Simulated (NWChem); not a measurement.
System: HfO₂; SMILES [O]=[Hf]=[O]

Output (shortened):

```
             Northwest Computational Chemistry Package (NWChem) 7.3.0
             --------------------------------------------------------

                             Geometry "geometry" -> ""
                             -------------------------

 Output coordinates in angstroms (scale by  1.889725989 to convert to a.u.)

  No.       Tag          Charge          X              Y              Z
 ---- ---------------- ---------- -------------- -------------- --------------
    1 Hf                  72.0000     0.00000000     0.00000000     0.22519600
    2 O                    8.0000     1.43032300     0.00000000    -0.83241400
    3 O                    8.0000    -1.43032300     0.00000000    -0.83241400

 Effective nuclear repulsion energy (a.u.)     354.5362169033

                                 NWChem DFT Module
                                 -----------------

 Summary of "ao basis" -> "ao basis" (spherical)
 ------------------------------------------------------------------------------
       Tag                 Description            Shells   Functions and Types
 ---------------- ------------------------------  ------  ---------------------
 Hf                         def2-svp                12       32   6s3p2d1f
 O                          def2-svp                 6       14   3s2p1d

            General Information
            -------------------
          SCF calculation type: DFT
          Wavefunction type:  closed shell.
          No. of atoms     :     3
          No. of electrons :    28
           Alpha electrons :    14
            Beta electrons :    14
          Charge           :     0
          Spin multiplicity:     1
          Use of symmetry is: off; symmetry adaption is: off
          Maximum number of iterations: 150
          AO basis - number of functions:    60
                     number of shells:    24
          Convergence on energy requested:  1.00D-06
          Convergence on density requested:  1.00D-05
          Convergence on gradient requested:  5.00D-04

              XC Information
              --------------
          PerdewBurkeErnzerhof Exchange Functional  1.000
            Perdew 1991 LDA Correlation Functional  1.000 local
           PerdewBurkeErnz. Correlation Functional  1.000 non-local

             Grid Information
             ----------------
          Grid used for XC integration:  medium
          Radial quadrature: Mura-Knowles
          Angular quadrature: Lebedev.
          Tag              B.-S. Rad. Rad. Pts. Rad. Cut. Ang. Pts.
          ---              ---------- --------- --------- ---------
          Hf                  1.55      123           9.0       590
          O                   0.60       49           7.0       434
          Grid pruning is: on
          Number of quadrature shells:   221
          Spatial weights used:  Erf1

      Superposition of Atomic Density Guess
      -------------------------------------

 Sum of atomic energies:        -201.32054803

      Non-variational initial energy
      ------------------------------

 Total energy =    -196.357662
 1-e energy   =    -421.146745
 2-e energy   =     155.833835
 HOMO         =      -0.449587
 LUMO         =      -0.143954

   convergence    iter        energy       DeltaE   RMS-Dens  Diis-err
 ---------------- ----- ----------------- --------- --------- ---------
 d= 0,ls=0.0,diis     1   -197.6424181921 -2.67D+02  1.06D-01  4.06D+00
 d= 0,ls=0.0,diis     2   -182.5403925477  1.51D+01  9.39D-02  7.47D+01
 d= 0,ls=0.0,diis     3   -198.2135936533 -1.57D+01  6.21D-03  3.46D-01
 d= 0,ls=0.0,diis     4   -198.2239513707 -1.04D-02  1.95D-03  1.66D-01
 d= 0,ls=0.0,diis     5   -198.2317096573 -7.76D-03  1.89D-03  1.17D-01
  Resetting Diis
 d= 0,ls=0.0,diis     6   -198.2420976205 -1.04D-02  1.30D-03  2.30D-02
 d= 0,ls=0.0,diis     7   -198.2445502804 -2.45D-03  2.97D-04  3.59D-05
 d= 0,ls=0.0,diis     8   -198.2444856091  6.47D-05  2.31D-04  6.25D-04
 d= 0,ls=0.0,diis     9   -198.2445544175 -6.88D-05  3.54D-05  4.86D-06
 d= 0,ls=0.0,diis    10   -198.2445549833 -5.66D-07  4.76D-06  9.03D-08

         Total DFT energy =     -198.244554983337
      One electron energy =     -425.403034499435
           Coulomb energy =      181.244424832547
    Exchange-Corr. energy =      -23.041193561041
 Nuclear repulsion energy =       68.955248244592

 Numeric. integr. density =       28.000001124772

                       DFT Final Molecular Orbital Analysis
                       ------------------------------------

 Vector   12  Occ=2.000000D+00  E=-2.421146D-01
              MO Center=  1.6D-04,  1.6D-08, -6.8D-01, r^2= 2.6D+00
   Bfn.  Coefficient  Atom+Function         Bfn.  Coefficient  Atom+Function
  ----- ------------  ---------------      ----- ------------  ---------------
    37      0.392159  2 O  py                51      0.392108  3 O  py
    17     -0.326198  1 Hf d -1              40      0.269101  2 O  py
    54      0.269067  3 O  py                 8     -0.130470  1 Hf py
    14      0.103506  1 Hf py                22     -0.081625  1 Hf d -1
    26      0.037557  1 Hf f -3              11      0.036458  1 Hf py

[...]

 DFT Linear Response polarizability / au
 Frequency  =       0.0000000 / au
              X              Y              Z
 -----------------------------------------------
 X      54.0573977     -0.0000001      0.0001385
 Y      -0.0000001     23.7733747      0.0000004
 Z       0.0001385      0.0000004     42.1644953
 -----------------------------------------------
 Eigenvalues =      54.0573977     23.7733747     42.1644953
 Isotropic   =      39.9984226
 Anisotropic =      26.4272255
 -----------------------------------------------

 Magnetic Dipole Response Matrix (nonzero elements):

 Exiting AOResponse driver routine
```

Level: PBE/def2-SVP with def2 effective core potentials on Hf. The geometry was optimised at PBE0/def2-SVP. def2 effective core potentials on Hf; no spin-orbit coupling.

Q: Reconstruct the input file.

A: One answer among several that fit: the input that was run:
```
start job
memory heap 200 mb stack 900 mb global 1100 mb
geometry units angstroms noautosym nocenter noautoz
  Hf     0.000000     0.000000     0.225196
  O      1.430323     0.000000    -0.832414
  O     -1.430323     0.000000    -0.832414
end
basis spherical
  Hf library def2-svp
  O library def2-svp
end
ecp
  Hf library def2-ecp
end
dft
  xc xpbe96 cpbe96
  iterations 150
end
property
  response 1 0.0
end
task dft property
```
